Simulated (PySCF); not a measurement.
**Si2BH7N2**

The system: Si2BH7N2, a small molecule; neutral, singlet. The structure, one conformer, was relaxed in the gas phase by PBE0-D3(BJ)/def2-SVP. No frequency run checks that it is a minimum.

SMILES: B[SiH]1N[SiH2]N1

| atom | x (Å) | y (Å) | z (Å) |
| --- | --- | --- | --- |
| N1 | -0.671 | 1.078 | -0.493 |
| Si2 | -1.797 | 0.067 | 0.376 |
| N3 | -0.583 | -1.183 | 0.289 |
| Si4 | 0.549 | -0.181 | -0.605 |
| B5 | 2.341 | 0.146 | 0.247 |
| H6 | -0.771 | 1.965 | -0.963 |
| H7 | -2.154 | 0.520 | 1.760 |
| H8 | -3.086 | -0.216 | -0.333 |
| H9 | -0.471 | -2.065 | 0.766 |
| H10 | 0.838 | -0.636 | -2.015 |
| H11 | 2.893 | 1.222 | 0.188 |
| H12 | 2.945 | -0.745 | 0.801 |

Shieldings: GIAO PBE0/pcSseg-2. Shifts are against computed references at the same level: H TMS (σ 31.24 ppm), Si TMS (σ 341.3 ppm). Core levels by delta-SCF with SCAN, pcX-2 on the ionised atom and pcseg-1 elsewhere, spin-free X2C (2p3/2 is the spin-free 2p value less a third of a first-order spin-orbit splitting); from the vacuum level, for chosen atoms.

Question: Give the shieldings and core levels atom by atom.

Answer: 
| atoms | bonded to | σ (ppm) | δ (ppm) | core level (eV) |
| --- | --- | --- | --- | --- |
| N1 N3 | 2 Si + 1 H | 248.1 | - | 1s 403.75 |
| Si2 | 2 N + 2 H | 361.5 | -20.3 | 2p3/2 107.08 |
| Si4 | 1 B + 2 N + 1 H | 336.2 | 5.1 | 2p3/2 106.80 |
| B5 | 1 Si + 2 H | -16.3 | - | - |
| H6 | 1 N | 31.17 | 0.08 | - |
| H7 | 1 Si | 25.49 | 5.75 | - |
| H8 | 1 Si | 25.37 | 5.87 | - |
| H9 | 1 N | 31.12 | 0.12 | - |
| H10 | 1 Si | 25.05 | 6.20 | - |
| H11 | 1 B | 21.41 | 9.83 | - |
| H12 | 1 B | 21.44 | 9.80 | - |

Values are those of this one static structure; atoms that internal rotation interchanges would show their mean in an NMR spectrum.

Core levels of B5 are left out, their hole states being strongly spin-contaminated.

Question: Which of Si2, Si4 holds its core electrons tightest, and by how much against the loosest?

Answer: Si2 (bonded to 2 N + 2 H), by 0.29 eV over Si4 (bonded to 1 B + 2 N + 1 H).

Question: By CAM-B3LYP/def2-SVPD (TDDFT singlets, Tamm-Dancoff triplets, ionisation by delta-SCF), where does absorption start, and what does vertical ionisation take?

Answer: The lowest singlet lies at 3.53 eV (f 0.004), the strongest of the first 6 at 5.94 eV (f 0.022), the lowest triplet at 2.84 eV; vertical ionisation takes 9.03 eV.

The 3 runs behind this took 3.8 min in all, one thread each of Arm Neoverse V1 on a shared host, launched as `OMP_NUM_THREADS=1 python cluster_run.py task.json out`.
